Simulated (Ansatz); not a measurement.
`[GeH3][Se][GeH3]` + disilane → `[SiH3][SiH2][GeH3]` + `[GeH3][SeH]`  (formal exchange of groups at a Ge–Se bond)

Gas-phase electronic energies from Ansatz, PBE0-D4/def2-TZVP geometries. CCSD(T)/CBS adds triple-zeta CCSD(T) − MP2 to the extrapolated MP2 energy (def2 sets, frozen cores). DFT in def2-TZVPP. B3LYP here is the variant with VWN-RPA as its local correlation; programs differ in this. HSE06 is defined as in plane-wave codes. For Ge, Se outer-core shells are correlated without core-valence functions, which leaves a few kJ/mol of doubt a bond. Scalar relativity is left out up to krypton.

`[GeH3][Se][GeH3]`:

Z-matrix (Å, degrees):
```
Ge
Se 1 2.354
H 1 1.534 2 106.0
H 1 1.537 2 110.0 3 119.6
H 1 1.537 2 110.0 3 -119.6
Ge 2 2.354 1 95.5 3 179.4
H 6 1.537 2 110.0 1 60.5
H 6 1.537 2 110.0 1 -60.2
H 6 1.534 2 106.0 1 -179.9
```

`[SiH3][SiH3]`:

```xyz
8

Si   -0.242   -0.517    1.020
Si    0.243    0.517   -1.020
H    -0.047    0.440    2.142
H    -1.653   -0.988    1.037
H     0.652   -1.686    1.231
H     1.652    0.991   -1.036
H    -0.655    1.684   -1.233
H     0.050   -0.441   -2.142
```

`[SiH3][SiH2][GeH3]`:

Z-matrix (Å, degrees):
```
Si
Si 1 2.337
H 1 1.488 2 109.7
H 1 1.488 2 111.3 3 120.4
H 1 1.488 2 109.7 3 -119.2
Ge 2 2.380 1 110.4 3 59.6
H 2 1.490 1 109.9 3 -179.8
H 2 1.490 1 109.9 3 -61.0
H 6 1.538 2 110.2 1 -59.7
H 6 1.538 2 110.2 1 59.6
H 6 1.538 2 111.3 1 179.9
```

`[GeH3][SeH]`:

```xyz
6

Ge   -0.574    0.014   -0.176
Se    1.494   -0.943    0.428
H    -0.412    0.897   -1.422
H    -1.488   -1.179   -0.478
H    -1.138    0.845    0.986
H     2.118    0.366    0.663
```

Problem. Is it downhill or uphill in electronic energy at CCSD(T)/CBS, and by how much? (Best estimate.)

Solution. Ansatz gave: Uphill: ΔE = +40.0 kJ/mol.

Problem. What do these levels give: B97M-V, PBE-QIDH, B3LYP, HSE06, HF/def2-TZVPP, MP2/def2-TZVPP? (Estimate.)

Solution. The calculation gave: B97M-V 33.8, PBE-QIDH 40.3, B3LYP 37.4, HSE06 34.0, HF/def2-TZVPP 51.1, MP2/def2-TZVPP 46.0 kJ/mol.

Largest T1 diagnostic among the species: 0.013.

From BLYP to BHLYP (50 % exact exchange), in def2-TZVPP and without D4, ΔE moves by +7.4 kJ/mol. In def2-TZVPP, CCSD(T) changes the Hartree–Fock value by −11.7 kJ/mol (the triples alone add −0.4 kJ/mol) and MP2 by −5.0 kJ/mol. Leaving LDA and LC-ωPBE aside and taking each functional with its dispersion term where it has one, the values, not all of them listed here, spread over 13.2 kJ/mol, from PBE-D4 to BHLYP-D4. LDA lies −3.0 kJ/mol from PBE without D4.
